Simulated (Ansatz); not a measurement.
Basis sets compared for the cluster Pd₄H₃. Charge 0, multiplicity 2. Geometry B3LYP-D4/def2-SVP. Ansatz on 4 threads of Intel Xeon Platinum 8259CL on a shared host; times are rough, and most runs start from earlier orbitals.

```xyz
7

Pd    1.974    0.290    0.106
Pd   -0.451    0.131   -1.244
Pd   -0.390    1.201    1.179
Pd    0.041   -1.564    0.734
H    -1.958   -0.141   -0.995
H    -0.618   -0.360    1.641
H     1.401    0.444   -1.421
```

In the def2 sets Pd takes a core potential; there is no spin–orbit coupling. Another isomer (doublet) lies 0.26 eV lower at PBE0-D4/def2-TZVP; other spin states weren't run for this one.

Binding counts from free atoms (Pd singlet, H doublet) in the same basis, without a counterpoise term.

| level | functions | energy (Eh) | HOMO (eV) | LUMO (eV) | binding per atom (eV) | wall time |
| --- | --- | --- | --- | --- | --- | --- |
| PBE-D4/def2-SVP | 139 | -513.4482 | -4.51 | -4.11 | 2.19 | 6.5 s |
| PBE0-D4/def2-SVP | 139 | -513.2892 | -5.55 | -3.10 | 1.90 | 13 s |

Question: Estimate the rows for PBE-D4/def2-TZVP (with forces), PBE0-D4/def2-TZVP.

Answer: 
```
                         level  functions  energy (Eh)  HOMO (eV)  LUMO (eV)  binding per atom (eV)  wall time
PBE-D4/def2-TZVP (with forces)        178    -513.5878      -4.49      -4.10                   2.20        9 s
             PBE0-D4/def2-TZVP        178    -513.4230      -5.52      -3.08                   1.91       29 s
```
